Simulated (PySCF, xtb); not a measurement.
Te(OMe)(SeH) (CH4OSeTe), SMILES O(C)[Te][SeH].

xtb with GFN2-xTB at its own geometry gives an orbital gap of 3.74 eV and a dipole moment of 2.75 D.

Coordinates come from a PBE0-D3(BJ)/def2-SVP optimisation. This is a generated structure with no PubChem entry under its InChIKey; it may be hypothetical. The def2 effective core potentials stand for the cores of Te; spin–orbit coupling is left out. Other conformers were not sampled.

**Question.** What does CAM-B3LYP/def2-TZVP run with PySCF give? (Estimate from the structure and the level; the computed values follow.)

**Answer.** gap 6.94 eV (levels -7.72 and -0.77 eV), dipole 1.76 D.
